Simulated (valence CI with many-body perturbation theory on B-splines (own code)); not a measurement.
**Run record, Ar4+**

Calculated by configuration interaction combined with many-body perturbation theory (CI+MBPT): four valence electrons over a frozen Dirac-Fock core [Ne], radial functions for each j: 7 s, 7 p, 2 d, 1 f, with the one-electron correlation potential Σ1 (screened to all orders), the two-electron term Σ2, the three-electron term Σ3, Breit, model QED; selected single and double excitations, second order for the rest, scaled by the run's own slope (own B-spline code, finite nucleus).

Command, and the settings that its task file holds:

```sh
python run_cv.py task.json out
```

```
atom Ar  Z=18  mass_number=40  rms_radius_fm=3.4274
core [Ne]
valence 3s2 3p2
avg = 1
basis = S
breit = 1
cap = 10000
capref = 1200
cscale = 1
de = 0.0
dress = 0
eps = 2e-08
extrap = 1
h = 0.27
hh = 1
l2 = 3
lcore = 6
maxit = 60
n2 = 5
natural = 1
nlev = 20
nno = [4, 4, 0, 0, 0]
nroot = 26
nsp = [3, 3, 2, 1, 0]
pt2 = 1
qed = 1
rpa = 1
s1 = 1
s2 = 1
s3 = 1
screen = 1
tol = 2e-05
whole = 1
```

It took 12 s on 1 thread of Arm Neoverse V1, on a shared host.

Log. The first blocks belong to the next ion, which gives the ionisation energy. Fields: 2J, parity (1 odd), roots, reference size, generating configurations, candidates as configurations/state functions, variational space P, stored matrix elements, Davidson steps; e2 is the range of second-order energies in hartree. The first line gives the box (bohr), its intervals, the orbitals and the steps of their self-consistent field. Window is the range of levels sought, series limit the energy at which the first omitted orbital would enter, core excitation an estimate of the first excitation out of the core, left out the lowest levels not solved, and shifts from estimates the range by which levels moved from their first estimate, all in cm⁻¹.

```
rmax 15.8 intervals 65 orbitals 27 references ['3s2 3p2', '3s 3p3', '3s2 3p 3d'] scf 8 t 1.3
2J=1 par=1 roots 2 ref 37 generators 13 cand 583/829 P 613/866 nnz 0 it 0
2J=1 par=1 roots 2 ref 37 generators 30 cand 257/353 P 870/1219 nnz 0 it 0
   second order: generators 45 cand 575/792 e2 -0.00000 -0.00000
2J=3 par=1 roots 2 ref 57 generators 18 cand 531/942 P 568/999 nnz 0 it 0
2J=3 par=1 roots 2 ref 57 generators 40 cand 314/579 P 882/1578 nnz 0 it 5
   second order: generators 64 cand 766/1317 e2 -0.00000 -0.00000
reference levels 467, estimated 51, window 222193 1/cm; series limit 477334, core excitation 2018931
2J=0 par=0 roots 3 ref 23 generators 13 cand 260/420 P 1416/2042 nnz 0 it 5
2J=0 par=0 roots 3 ref 23 generators 31 cand 642/1000 P 2058/3042 nnz 7e+05 it 8
   second order: generators 58 cand 3424/5427 e2 -0.00002 -0.00001
2J=2 par=0 roots 2 ref 45 generators 11 cand 329/1018 P 1201/3556 nnz 1.4e+06 it 5
2J=2 par=0 roots 2 ref 45 generators 24 cand 476/1652 P 1677/5208 nnz 2.6e+06 it 5
   second order: generators 49 cand 4067/14580 e2 -0.00003 -0.00002
2J=4 par=0 roots 3 ref 55 generators 17 cand 303/987 P 1107/3527 nnz 1.5e+06 it 4
2J=4 par=0 roots 3 ref 55 generators 31 cand 593/2529 P 1700/6056 nnz 3.6e+06 it 5
   second order: generators 64 cand 4050/18466 e2 -0.00003 -0.00002
2J=4 par=1 roots 9 ref 76 generators 31 cand 275/1019 P 1160/3598 nnz 1.4e+06 it 8
2J=4 par=1 roots 9 ref 76 generators 72 cand 1408/5587 P 2568/9185 nnz 6.6e+06 it 8
   second order: generators 126 cand 5352/23019 e2 -0.00003 -0.00000
2J=2 par=1 roots 7 ref 65 generators 24 cand 277/962 P 1282/3527 nnz 1.3e+06 it 9
2J=2 par=1 roots 7 ref 65 generators 46 cand 1153/3884 P 2435/7411 nnz 4.3e+06 it 9
   second order: generators 92 cand 4319/15969 e2 -0.00004 -0.00001
2J=6 par=1 roots 4 ref 62 generators 20 cand 260/1020 P 1141/3580 nnz 1.5e+06 it 6
2J=6 par=1 roots 4 ref 62 generators 37 cand 847/3378 P 1988/6958 nnz 4.4e+06 it 8
   second order: generators 79 cand 4217/18838 e2 -0.00004 -0.00001
2J=0 par=1 roots 3 ref 25 generators 21 cand 469/703 P 1725/2463 nnz 0 it 4
2J=0 par=1 roots 3 ref 25 generators 44 cand 774/1131 P 2499/3594 nnz 8.9e+05 it 5
   second order: generators 84 cand 3958/6294 e2 -0.00001 -0.00001
2J=8 par=1 roots 1 ref 37 generators 7 cand 202/641 P 750/1993 nnz 0 it 4
2J=8 par=1 roots 1 ref 37 generators 15 cand 556/1821 P 1306/3814 nnz 1.6e+06 it 5
   second order: generators 28 cand 2672/10281 e2 -0.00002 -0.00002
left out: unestimated 309664, estimated 273130, shifts from estimates -20 to 4
operators 0.5
```

The Davidson iterations converged.

Set against measurement, 20 paired levels are off by 2223 cm⁻¹ on average, the worst by 4730. These come from a selection out of Saloman, J. Phys. Chem. Ref. Data 39, 033101 (2010). Levels without a partner in it may be off by more.

- Valence energy: -15.9262 hartree
- Ionisation energy: 74.534 eV (NIST: 74.84 ± 0.17 eV (semi-empirical))
- Reference configurations for the orbitals: 3s2 3p2, 3s 3p3, 3s2 3p 3d
- Radial orbitals: 27
- Box radius: 15.75 bohr
- Largest variational space: 9185
- Lowest levels: 3s²3p² ³P_0 0.0, 3s²3p² ³P_1 756, 3s²3p² ³P_2 2028, 3s²3p² ¹D_2 18363, 3s²3p² ¹S_0 40403, 3s3p³ ⁵S°_2 83728, 3s3p³ ³D°_1 121880, 3s3p³ ³D°_2 121930, 3s3p³ ³D°_3 122060, 3s3p³ ³P°_2 142650, 3s3p³ ³P°_0 142660, 3s3p³ ³P°_1 142660, 3s²3p3d ¹D°_2 155170, 3s²3p3d ³F°_2 189550 cm⁻¹

Names give the largest LS component (configuration and term), which can be under half, so a name can repeat, a term be missing and a line seem to break the LS rules; names also repeat where a configuration has a term twice.
